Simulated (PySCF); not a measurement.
# Se²⁺: interval between two levels

Se²⁺ [Ar] 3d10 4s2 4p2 [3P2, M_J = 2] → Se²⁺ [Ar] 3d10 4s1 4p2 5s1 [5P3, M_J = 3], as a difference of total energies. Computed with PySCF 2.14 in x2c-TZVPall-2c with one added diffuse shell each of s, p, d type (7s8p5d1f, 63 functions), with the two-component X2C-1e Hamiltonian. Correlated levels: [Ne] frozen. "Screened" scales the spin-orbit matrix elements by Boettger's factors to mimic the two-electron term; Breit and QED terms are absent.

```tsv
method	interval between two levels (cm⁻¹)
GHF (spin-free)	188060
GMP2 (spin-free)	199090
GHF (screened spin-orbit)	188510
GMP2 (screened spin-orbit)	199490
```

The labels give the starting determinants; with spin-orbit coupling the two ends relaxed to ⟨J²⟩ = 6.00, ⟨L²⟩ = 2.16, ⟨S²⟩ = 1.93 and ⟨J²⟩ = 12.09, ⟨L²⟩ = 2.10, ⟨S²⟩ = 5.99.

The promoted electron is Rydberg-like, and one or two diffuse shells describe it only roughly, which tends to raise the upper state.
